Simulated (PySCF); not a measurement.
Radial density of Tl (thallium, neutral)

r2SCAN, [Xe] 4f14 5d10 6s1 6p1 7s1, high-spin 4P determinant (an excited configuration). Calculation: PySCF 2.14, in x2c-TZVPPall with one added diffuse shell each of s, p, d, f type (12s8p7d4f, 99 functions); the spin-free X2C one-electron Hamiltonian (Gaussian nucleus).

```
r (bohr)  4πr²ρ (e/bohr)  4πr²(ρα − ρβ)
  0.0130           112.4         0.0049
  0.0218           99.45         0.0048
  0.0366           135.3         0.0185
  0.0616           143.5        -0.0010
   0.104           123.9         0.0081
   0.174           124.6         0.0107
   0.293           84.83         0.0540
   0.493           65.78         0.0123
   0.830           24.93         0.0619
    1.40           11.30         0.2120
    2.35           2.208         0.9504
    3.95          0.3977         0.3753
    6.64          0.2423         0.2422
    11.2        0.008424         0.0084
```

Densities and radii are taken from the X2C orbitals without a picture-change correction, which distorts them close to the nucleus.

Spin-orbit coupling, absent here, splits the open shell strongly. The outer electron is Rydberg-like, and this basis confines it to a smaller radius and binds it less than a complete one would.
